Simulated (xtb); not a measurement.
C3F6, triplet, geometry from GFN2-xTB (a higher spin typed on purpose: for a closed-shell molecule this is an excited state); GFN2-xTB (xtb).

Here is a job for xtb.
```
$ xtb mol.xyz --gfn 2 --uhf 2 --acc 1000 --json

# file mol.xyz
9

F      2.24180610    -0.01504848    -0.67225413
C      1.48256483     0.21210371     0.40084165
F      1.63666190     1.47421199     0.80383342
C      0.18045076    -0.40670960     0.49176153
F     -0.01977017    -1.37904404     1.38117812
C     -1.03302769    -0.07382793    -0.35157085
F     -2.07511199     0.30564498     0.39834754
F     -0.75958953     0.91672918    -1.19651435
F     -1.44398826    -1.12353778    -1.07527882
```

What the program printed (banner, timings and long lists left out):

```
   ID    Z sym.   atoms
    1    9 F      1, 3, 5, 7-9
    2    6 C      2, 4, 6

           -------------------------------------------------
          |                Calculation Setup                |
           -------------------------------------------------

           -------------------------------------------------
          |                 G F N 2 - x T B                 |
           -------------------------------------------------

          ...................................................
          :                      SETUP                      :
          :.................................................:
          :  # basis functions                  36          :
          :  # atomic orbitals                  36          :
          :  # shells                           18          :
          :  # electrons                        54          :
          :  max. iterations                   250          :
          :  Hamiltonian                  GFN2-xTB          :
          :  restarted?                      false          :
          :  GBSA solvation                  false          :
          :  PC potential                    false          :
          :  electronic temp.          300.0000000     K    :
          :  accuracy                 1000.0000000          :
          :  -> integral cutoff          0.2000000E+02      :
          :  -> integral neglect         0.1000000E-04      :
          :  -> SCF convergence          0.1000000E-02 Eh   :
          :  -> wf. convergence          0.1000000E+00 e    :
          :  Broyden damping             0.4000000          :
          :  net charge                          0          :
          :  unpaired electrons                  2          :
          ...................................................

 iter      E             dE          RMSdq      gap      omega  full diag
   1    -34.7101575 -0.347102E+02  0.490E+00    9.33       0.0  T
   2    -34.7515652 -0.414077E-01  0.256E+00    9.23       1.0  T
   3    -34.7530696 -0.150432E-02  0.125E+00    9.23       1.0  T
   4    -34.7539375 -0.867915E-03  0.114E-01    9.22       1.0  T
   5    -34.7539478 -0.103021E-04  0.529E-02    9.24       1.0  T

   *** convergence criteria satisfied after 5 iterations ***

 transition dipole moment (au) for excitation:          27          28
     X       Y       Z
   0.0192  -0.0455  -0.0466  total (au/Debye):    0.068   0.173
 dE (eV)             :    0.800
[...]
         :: total energy             -34.648654951664 Eh    ::
[...]
     2   6 C        2.548     0.264    22.619     7.773
     3   9 F        0.786    -0.126    10.496     3.827
     4   6 C        2.745     0.103    25.702     8.301
     5   9 F        0.786    -0.092    10.181     3.769
     6   6 C        3.329     0.495    17.257     6.594
     7   9 F        0.791    -0.171    10.938     3.907
     8   9 F        0.791    -0.176    10.990     3.916
     9   9 F        0.791    -0.171    10.944     3.908

 Mol. C6AA /au·bohr⁶  :       1108.047945
 Mol. C8AA /au·bohr⁸  :      23981.383202
 Mol. α(0) /au        :         45.822190

Wiberg/Mayer (AO) data.
largest (>0.10) Wiberg bond orders for each atom

 ---------------------------------------------------------------------------
     #   Z sym  total        # sym  WBO       # sym  WBO       # sym  WBO
 ---------------------------------------------------------------------------
     1   9 F    1.231 --     2 C    1.091
     2   6 C    3.319 --     3 F    1.092     1 F    1.091     4 C    1.058
     3   9 F    1.231 --     2 C    1.092
     4   6 C    3.351 --     5 F    1.185     2 C    1.058     6 C    0.930
     5   9 F    1.273 --     4 C    1.185
     6   6 C    3.869 --     8 F    0.970     7 F    0.956     9 F    0.954
                             4 C    0.930
     7   9 F    1.110 --     6 C    0.956
     8   9 F    1.101 --     6 C    0.970
     9   9 F    1.110 --     6 C    0.954
 ---------------------------------------------------------------------------

Topologies differ in total number of bonds
Writing topology from bond orders to xtbtopo.mol

molecular dipole:
                 x           y           z       tot (Debye)
 q only:        0.278      -0.188       0.312
   full:        0.258      -0.201       0.315       1.154
molecular quadrupole (traceless):
                xx          xy          yy          xz          yz          zz
 q only:       -1.149      -1.262       0.215       0.470       0.029       0.935
  q+dip:       -0.278      -1.727      -0.552       1.579      -0.091       0.830
   full:       -0.990      -1.870      -0.136       1.165       0.078       1.126

           -------------------------------------------------
          | TOTAL ENERGY              -34.648654951664 Eh   |
          | GRADIENT NORM               0.000633464088 Eh/α |
          | HOMO-LUMO GAP               9.236115328485 eV   |
           -------------------------------------------------

normal termination of xtb
```
